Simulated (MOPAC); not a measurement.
MOPAC input (AM1):

```
AM1 PRECISE GNORM=0.05 LET XYZ UHF MS=0.5 GEO-OK AUX(PRECISION=9) THREADS=1
CH3Si

C    -1.15878554 1   -0.23099395 1   -0.04654759 1
Si    0.47520641 1    0.09472832 1    0.01908870 1
H    -2.20799381 1   -0.44014462 1   -0.08869354 1
H     1.49426260 1   -0.96659357 1    0.10401088 1
H     1.01355473 1    1.46650544 1   -0.00327365 1
```

From the output:

```
                                                       MOPAC v23.2.5 Linux

          FINAL HEAT OF FORMATION =         59.86626 KCAL/MOL =     250.48043 KJ/MOL

          COSMO AREA              =         90.31 SQUARE ANGSTROMS
          COSMO VOLUME            =         76.63 CUBIC ANGSTROMS

          GRADIENT NORM           =          0.03661          =       0.01637 PER ATOM
          IONIZATION POTENTIAL    =          9.170710 EV
          ALPHA SOMO LUMO (EV)    =        -10.087 -0.466
          BETA  SOMO LUMO (EV)    =         -9.171  0.321
          NO. OF ALPHA ELECTRONS  =          6
          NO. OF BETA  ELECTRONS  =          5
          MOLECULAR WEIGHT        =         43.1202         POINT GROUP:  C2v

          MOLECULAR DIMENSIONS (Angstroms)

            Atom       Atom       Distance
            H     4    H     3     3.64576
            H     5    H     3     2.32175
            C     1    H     5     0.00000

          SCF CALCULATIONS        =         12

   ATOM   CHEMICAL          X               Y               Z
  NUMBER   SYMBOL      (ANGSTROMS)     (ANGSTROMS)     (ANGSTROMS)

     1       C         -1.11044928  *  -0.22135854  *  -0.04460596  *
     2      Si          0.45095874  *   0.08989476  *   0.01811469  *
     3       H         -2.15427710  *  -0.42943664  *  -0.08653578  *
     4       H          1.44650596  *  -0.96839661  *   0.10182408  *
     5       H          0.96873177  *   1.44985352  *  -0.00480571  *

                             CARTESIAN COORDINATES

   1    C       -1.110449282    -0.221358537    -0.044605959
   2   Si        0.450958744     0.089894758     0.018114689
   3    H       -2.154277097    -0.429436640    -0.086535776
   4    H        1.446505957    -0.968396609     0.101824081
   5    H        0.968731769     1.449853521    -0.004805706

           Empirical Formula: C H3 Si  =     5 atoms

      MOLECULAR POINT GROUP   :   C2v

          ALPHA EIGENVALUES
 -27.18304 -15.80205 -13.41627 -13.24221 -10.60880 -10.08745  -0.46601   1.83627
   1.98225   2.47723   4.70037

           BETA EIGENVALUES
 -24.34234 -15.67039 -13.05199 -12.58890  -9.17071   0.32104   0.94019   1.73734
   2.65684   3.00190   5.45280

              NET ATOMIC CHARGES AND DIPOLE CONTRIBUTIONS

  ATOM NO.   TYPE          CHARGE      No. of ELECS.   s-Pop       p-Pop
    1          C          -0.550514        4.5505     1.41842     3.13210
    2         Si           0.668834        3.3312     0.79891     2.53226
    3          H           0.155627        0.8444     0.84437
    4          H          -0.136973        1.1370     1.13697
    5          H          -0.136973        1.1370     1.13697
 DIPOLE           X         Y         Z       TOTAL
 POINT-CHG.     1.186     0.236     0.048     1.210
 HYBRID        -1.079    -0.215    -0.043     1.101
 SUM            0.106     0.021     0.004     0.109

          ATOMIC ORBITAL ELECTRON POPULATIONS

     Atom    s        px        py        pz
    1  C   1.41842   1.11339   1.00498   1.01372
    2 Si   0.79891   0.70928   0.83727   0.98571
    3  H   0.84437
    4  H   1.13697
    5  H   1.13697

                    (SZ)    =    0.500000
                    (S**2)  =    1.119571

          ATOMIC ORBITAL SPIN POPULATIONS

    Atom   Total    s     px     py     pz
         Atomic
    1  C  1.7075  0.095  0.122  0.914  0.577
    2 Si -0.8635 -0.098 -0.097 -0.093 -0.575
    3  H -0.0807 -0.081
    4  H  0.1184  0.118
    5  H  0.1184  0.118

 **********************
 *                    *
 * JOB ENDED NORMALLY *
 *                    *
 **********************

 == MOPAC DONE ==
```

The geometry given is a B3LYP-D3(BJ)/def2-TZVP minimum.

The determinant is spin-contaminated: <S^2> is 1.12 against 0.75 for a pure state.
